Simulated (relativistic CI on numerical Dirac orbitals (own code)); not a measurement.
What each ingredient does to the levels of Dy³³⁺

Base calculation: Dirac-Coulomb-Breit CI, orbitals from a KLI potential per configuration, a model potential for QED, unscaled Slater integrals.

Configurations in the expansion (outside the closed core [Ar] 3d10): 4s2 4p3, 4s 4p4, 4s2 4p2 4d, 4p5, 4s 4p3 4d, 4s2 4p2 4f, 4s 4p3 4f, 4p4 4d, 4s 4p2 4d2, 4s2 4p 4d 4f, 4p4 4f, 4p3 4d 4f, 4s2 4p2 5s, 4s 4p2 4f2, 4p4 5s, 4s2 4p2 5p, 4s 4p2 4d 5s, 4s2 4p 4f 5s, 4s 4p3 5s, 4s2 4p2 5d, 4s 4p3 5p, 4s2 4p2 5f, 4s2 4p2 5g, 4s 4p3 5d, 4p3 4f 5s, 4s 4p3 5f, 4s2 4p2 6s, 4s2 4p 4d2, 4s2 4d3, 4s 4p 4d3, 4s2 4d2 4f, 4s 4p 4d2 4f, 4s2 4d2 5s, 4p3 4d2, 4p2 4d3, 4p2 4d2 4f, 4p2 4d2 5s, 4s2 4p 4f2, 4s2 4d 4f2, 4s 4p 4d 4f2, 4s2 4f3, 4s 4p 4f3, 4s2 4f2 5s, 4p3 4f2, 4p2 4d 4f2, 4p2 4f3, 4p2 4f2 5s, 4s 4p2 4d 4f, 4s 4p 4d 4f 5s, 4s2 4p 4d 5s, 4s 4p 4d2 5s, 4s2 4d 4f 5s, 4s2 4d 5s2, 4p3 4d 5s, 4p2 4d 4f 5s, 4p2 4d 5s2, 4s 4p2 4f 5s, 4s 4p 4f2 5s, 4s 4p 4f 5s2, 4s2 4p 5s2, 4s 4p 4d 5s2, 4s2 4f 5s2. Double excitations out of closed p, d and f shells are left out; levels of such configurations are missing from the list, as are those of other unlisted configurations, and high levels can miss mixing partners. These lack a partner that the ground configuration has and come out too high: 4s2 4p2 5p, 4s2 4p2 5d, 4s 4p3 5p, 4s2 4p2 5f, 4s2 4p2 5g.

The lowest level and the first level of each name with at least 55 % of one term (blank where a level has no safe partner in the second run):

| Level | Base (cm⁻¹) | Shift (cm⁻¹) |
| --- | --- | --- |
| 4s2 4p3 2P°_3/2 | 0 | 0 |
| 4s2 4p3 2D°_5/2 | 407832 | +3046 |
| 4s2 4p3 2P°_1/2 | 455448 | +5977 |
| 4s 4p4 4P_5/2 | 982639 | -11892 |
| 4s2 4p2 4d 4D_1/2 | 1379696 | -4692 |
| 4s2 4p2 4d 2G_9/2 | 1509713 | -2869 |
| 4s2 4p2 4d 2P_1/2 | 1676956 | +8857 |
| 4s2 4p2 4d 4F_9/2 | 1901231 | +300 |

At this charge energies of transitions that change n are usually good to better than 1 %, and those within a shell (Δn = 0) to a few per cent.

(1) One thing was changed in a second run, which moved the levels as shown. Which?
A. valence Slater integrals scaled by 0.9
B. QED terms removed
C. Breit term removed
D. configuration mixing switched off
E. only the first 3 configurations

Answers

(1) E. Only the first 3 configurations. With fewer configurations the levels that remain lose their mixing partners.

LS names give the leading component of a level, which can be under half, so a name can repeat, a term be missing and a line seem to break the LS rules.
